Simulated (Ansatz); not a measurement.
The pair A = NH3 (SMILES N) (first 4 atoms), B = N2 (SMILES N#N); geometry from B3LYP-D3(BJ)/def2-TZVP.
(charge 0, multiplicity 1):
```json
[
 {"atom": "N", "x (Å)": "-0.1599", "y (Å)": "0.1857", "z (Å)": "-0.1659"},
 {"atom": "H", "x (Å)": "-0.3851", "y (Å)": "0.3345", "z (Å)": "-1.1430"},
 {"atom": "H", "x (Å)": "0.7648", "y (Å)": "0.5691", "z (Å)": "-0.0064"},
 {"atom": "H", "x (Å)": "-0.0952", "y (Å)": "-0.8151", "z (Å)": "-0.0187"},
 {"atom": "N", "x (Å)": "0.4763", "y (Å)": "-0.3381", "z (Å)": "2.9485"},
 {"atom": "N", "x (Å)": "-0.2322", "y (Å)": "0.1289", "z (Å)": "3.6336"}
]
```

Cores are frozen in the correlated methods. MP2 and its Hartree–Fock in aug-cc-pVQZ are density fitted.

Programs: Ansatz (a quantum-chemistry and plane-wave program) with Gaussian orbitals. 

The counterpoise-corrected interaction energy is E(AB) − E(A in the pair's basis) − E(B in the pair's basis). Total energies (hartree):

| level | AB | A in the pair's basis | B in the pair's basis |
|---|---|---|---|
| HF/aug-cc-pVTZ | -165.2058311 | -56.2202551 | -108.9859873 |
| MP2/aug-cc-pVTZ | -165.8254588 | -56.4605950 | -109.3637101 |
| HF/aug-cc-pVQZ | -165.2162472 | -56.2238878 | -108.9927777 |
| MP2/aug-cc-pVQZ | -165.8715656 | -56.4776944 | -109.3926724 |
| CCSD(T)/aug-cc-pVTZ | -165.8622424 | -56.4805980 | -109.3805963 |

Work out the counterpoise-corrected interaction energy at the basis-set limit: extrapolate the MP2 correlation part as X⁻³, take Hartree–Fock from the larger set, and add the CCSD(T) − MP2 difference of aug-cc-pVTZ.


1. Differences (1 hartree = 627.509 kcal/mol): HF/aug-cc-pVTZ 0.258; MP2/aug-cc-pVTZ -0.724; HF/aug-cc-pVQZ 0.262; MP2/aug-cc-pVQZ -0.752; CCSD(T)/aug-cc-pVTZ -0.658.
2. Correlation parts, MP2 less HF: -0.982 in aug-cc-pVTZ (X = 3), -1.015 in aug-cc-pVQZ (X = 4).
3. Limit (4³·(-1.015) − 3³·(-0.982))/(4³ − 3³) = -1.038; with HF/aug-cc-pVQZ it gives -0.776.
4. CCSD(T) less MP2 in aug-cc-pVTZ: 0.066.
Result: -0.71 kcal/mol, against -0.72 at MP2/aug-cc-pVTZ. It is an estimate of this method's limit, not of the exact value.
